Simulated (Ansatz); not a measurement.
Stepwise reaction of `NB(Br)Br` with hydrogen sulfide, as a gas-phase model of exchange steps in deposition or etching. ΔE in kJ/mol.

Program: Ansatz. Geometries: PBE0-D4/def2-TZVP. ΔE: electronic, gas phase. CCSD(T)/CBS is the MP2 limit (def2-TZVPP, def2-QZVPP) plus CCSD(T) − MP2 in def2-TZVPP, frozen cores. This one scheme is used for every species. DFT in def2-TZVPP. B3LYP here is the variant with VWN-RPA as its local correlation; programs differ in this. For Br outer-core shells are correlated without core-valence functions, which leaves a few kJ/mol of doubt a bond. Scalar relativity is left out up to krypton. Each species was taken in one conformer, which may not be the lowest.

```tsv
step	reaction	PBE-D4	B3LYP-D4	ωB97M-V	CCSD(T)/CBS
1	`NB(Br)Br` + H₂S → `NB(S)Br` + HBr	8.7	10.7	12.2	13.7
2	`NB(S)Br` + H₂S → `NB(S)S` + HBr	16.8	18.9	20.9	21.8
```

Question: By hand: ΔE of the 2 steps together at CCSD(T)/CBS.

Answer: (13.7) + (21.8) = 35.5 kJ/mol, or 17.8 kJ/mol a step.

In ΔE each step is higher than the one before. All are uphill at CCSD(T)/CBS. PBE-D4 differs from CCSD(T)/CBS by -5.0 to -5.0 kJ/mol a step. Isolated molecules leave out the surface, adducts and barriers. Largest T1 diagnostic: 0.012.
